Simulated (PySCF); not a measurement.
Mayer bond orders and bond lengths

C4H5BS2.
SMILES with atom numbers: `[CH:1]#[C:2][B:3]1[S:4][CH2:5][CH2:6][S:7]1` (hydrogens: H8 on C1; H9, H10 on C5; H11, H12 on C6)

Structure used (PBE0-D3(BJ)/def2-SVP), in Å, numbered top down from 1:
```xyz
12
C4H5BS2 angstrom
C      3.6385   -0.6276    0.1092
C      2.4391   -0.4298    0.0419
B      0.9446   -0.1828   -0.0369
S      0.1395    0.4085   -1.5330
C     -1.4683    0.7343   -0.7227
C     -1.6903   -0.2648    0.3917
S     -0.1516   -0.4591    1.3623
H      4.6976   -0.8026    0.1685
H     -1.4438    1.7641   -0.3332
H     -2.2593    0.6703   -1.4846
H     -1.9589   -1.2542   -0.0105
H     -2.4908    0.0617    1.0721
```

Bond orders from the PBE0/pcSseg-1 density (PySCF). Geometry: PBE0-D3(BJ)/def2-SVP, one conformer, isolated molecule.

Question: Where do the orders between heavy atoms depart from those drawn in the SMILES?

Answer: The largest departure is 0.436, at C1–C2 (drawn triple, 2.564). Drawn single, order above 1.12: B3–S4 (1.126) and S7–B3 (1.126). Drawn double or triple, more than 0.30 short of the drawn order: C1–C2 (2.564).

Question: Give the Mayer order of every bond, beside its length.

Answer: 
| bond | drawn as | length (Å) | Mayer order |
| --- | --- | --- | --- |
| C1–C2 | triple | 1.217 | 2.564 |
| C2–B3 | single | 1.517 | 1.050 |
| B3–S4 | single | 1.799 | 1.126 |
| S4–C5 | single | 1.830 | 0.988 |
| C5–C6 | single | 1.513 | 1.011 |
| C6–S7 | single | 1.830 | 0.988 |
| S7–B3 | single | 1.799 | 1.126 |
| C1–H8 | single | 1.075 | 1.074 |
| C5–H9 | single | 1.101 | 0.929 |
| C5–H10 | single | 1.100 | 0.933 |
| C6–H11 | single | 1.101 | 0.929 |
| C6–H12 | single | 1.100 | 0.933 |

By pair of heavy elements: C–C: lowest C5–C6 (1.011, 1.513 Å), highest C1–C2 (2.564, 1.217 Å). B–S: all 2 within 0.02 of one another (1.126 to 1.126). C–S: all 2 within 0.02 of one another (0.988 to 0.988).

Question: Sum the orders of all bonds at each heavy atom with more than one neighbour and set the sums beside the valence in the SMILES.

Answer: C1 3.638 (drawn 4), C2 3.614 (drawn 4), B3 3.302 (drawn 3), S4 2.114 (drawn 2), C5 3.861 (drawn 4), C6 3.861 (drawn 4), S7 2.114 (drawn 2). Orders between atoms that aren't bonded are not in these sums.

The Mayer order sums products of elements of PS (density times overlap matrix) between the two atoms' basis functions, so it depends on the basis set.
